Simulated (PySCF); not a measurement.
## Ge: excitation energy

Ge [Ar] 3d10 4s2 4p2 (3P) → Ge [Ar] 3d10 4s1 4p2 4d1 (high-spin determinant), as a difference of total energies. Calculation: PySCF 2.14, in x2c-TZVPPall with one added diffuse shell each of s, p, d type (7s6p5d1f, 57 functions); scalar relativity by spin-free X2C-1e. Correlated levels: valence: [Ar] 3d10 frozen; valence and next inner shell: [Ne] frozen. The calculations carry no spin-orbit coupling.

```tsv
method	excitation energy (eV)
UHF	11.119
LDA	13.158
PBE	12.805
PBE0	12.612
r2SCAN	12.615
r2SCAN0	12.517
BLYP	13.197
PBEsol	12.756
B3LYP	13.072
MP2 (valence)	12.114
SCS-MP2 (valence)	12.413
MP2 (valence and next inner shell)	12.429
SCS-MP2 (valence and next inner shell)	12.663
```

Question: How much does correlation contribute at MP2 (valence and next inner shell)?

Answer: 12.429 − (11.119) = 1.310 eV, measured against UHF.

A first-order spin-orbit estimate (lowest level to lowest level, LS coupling) adds 0.009 eV.

The upper state lies above the first ionisation limit, but in LS coupling its spin forbids autoionisation to the ground ion.

The promoted electron is Rydberg-like, and one or two diffuse shells describe it only roughly, which tends to raise the upper state.

The determinant of the upper state mixes LS terms, which raises its energy above the lowest term, most at the Hartree-Fock and MP2 levels.
